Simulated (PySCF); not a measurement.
H2I⁻: a base run and its variants

Base input, run as `OMP_NUM_THREADS=1 python input.py` with PySCF 2.14:

```python
from pyscf import gto, scf
from pyscf.hessian import thermo

mol = gto.M(
    atom='I 0 0 0; H 0 0 1.8983; H 0 0 -1.8983',
    basis='def2-tzvp',
    ecp={'I': 'def2-tzvp'},
    charge=-1,
    spin=0,
    verbose=3,
)
mf = scf.RHF(mol)
mf.kernel()
hess = mf.Hessian().kernel()
print('wavenumber (cm^-1) =', thermo.harmonic_analysis(mol, hess)['freq_wavenumber'].round(1))
mf.dip_moment()
print('orbital energies (hartree):', mf.mo_energy[..., max(0, mol.nelec[1]-3):mol.nelec[0]+3].round(4))
```

Base result: E(SCF) = -297.743225 Eh, wavenumbers 585, 814, 814, 1597 cm⁻¹. The basis has no diffuse functions, which an anion needs. The dipole of an ion depends on the origin.

Hardware: Arm Neoverse N1, 1 thread, shared host. Wall time 29 s, peak memory 0.14 GiB.

Each row names what differs from the base; energies in brackets are changes from the base.

| change | result | wall time (s) |
| --- | --- | --- |
| functional: none (Hartree–Fock) → revtpss; SCF type: RHF → RKS; step after the SCF: frequency → analyze | E(SCF) = -298.601046 Eh | 5.4 |
| basis set: def2-tzvp → x2c-svpall; core potential: on → off; spin-free X2C: off → on [no diffuse functions for the anion] [not at a minimum] | E(SCF) = -7113.148055 Eh, wavenumbers 735, 858, 858, 1617 cm⁻¹ | 37 |
| functional: none (Hartree–Fock) → bhandhlyp; SCF type: RHF → RKS; step after the SCF: frequency → analyze | E(SCF) = -298.810496 Eh | 3.3 |
| step after the SCF: frequency → mp2; frozen orbitals: default → 4 | E(SCF) = -297.743225 Eh (+0.0000 eV), E(MP2) − E(SCF) = -0.53785 Eh | 1.8 |
| cycle limit: 50 → 8 [not at a minimum] | E(SCF) = -297.743225 Eh (+0.0000 eV), wavenumbers 585, 814, 814, 1597 cm⁻¹ | 29 |
| step after the SCF: frequency → optimize | E(SCF) = -297.743225 Eh (+0.0000 eV) | 16 |
| basis set: def2-tzvp → jorge-dzp; core potential: on → off [no diffuse functions for the anion] [not at a minimum] | E(SCF) = -6913.063129 Eh, wavenumbers 707, 811, 811, 1581 cm⁻¹ | 33 |
| geometry: coordinates × 0.98 → coordinates × 1.47 [stretched restricted solution, likely unstable] [not at a minimum] | E(SCF) = -297.644088 Eh (+2.6977 eV) | 28 |
